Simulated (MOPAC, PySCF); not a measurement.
H$_{4}$B$_{4}$, SMILES `B=BBB` (B–B–B–B torsion 44°, B–B–B–H torsion 92°), neutral singlet in the gas phase. 

Cartesian coordinates (Å):
SMILES: B=BBB
```xyz
8

B      2.5740    -0.3047     0.3086
B      1.1055     0.1279     0.1668
B     -0.3798     0.5630     0.0222
B     -1.7684    -0.2882     0.2219
H      3.6955    -0.6276     0.4143
H     -0.6114     1.7068    -0.2881
H     -2.3284    -0.3241     1.2770
H     -2.2872    -0.8531    -0.6944
```
Charge 0, spin multiplicity 1.

All levels are single points at this geometry (B3LYP-D3(BJ)/def2-TZVP); Pople sets use spherical d functions. Orbital energies aren't observables, and empty levels follow the basis.

PBE-D3(BJ)/def2-TZVP in PySCF gives dipole (D) = 1.25.

Problem. Estimate the dipole (D) from each of these levels: B3LYP-D3(BJ)/def2-TZVP in PySCF; B3LYP/3-21G in PySCF; B3LYP/6-311+G** in PySCF; B3LYP/6-31G* in PySCF; BP86/6-31G* in PySCF; M06-2X/6-31G* in PySCF; PBE/6-31G* in PySCF; SVWN5/6-31G* in PySCF; HF/STO-3G in PySCF; AM1 in MOPAC; PM3 in MOPAC; PM7 in MOPAC.

Solution. 
```tsv
level	dipole (D)
B3LYP-D3(BJ)/def2-TZVP in PySCF	1.45
B3LYP/3-21G in PySCF	1.37
B3LYP/6-311+G** in PySCF	1.44
B3LYP/6-31G* in PySCF	1.55
BP86/6-31G* in PySCF	1.36
M06-2X/6-31G* in PySCF	1.61
PBE/6-31G* in PySCF	1.34
SVWN5/6-31G* in PySCF	1.29
HF/STO-3G in PySCF	1.70
AM1 in MOPAC	2.06
PM3 in MOPAC	1.25
PM7 in MOPAC	4.50
```
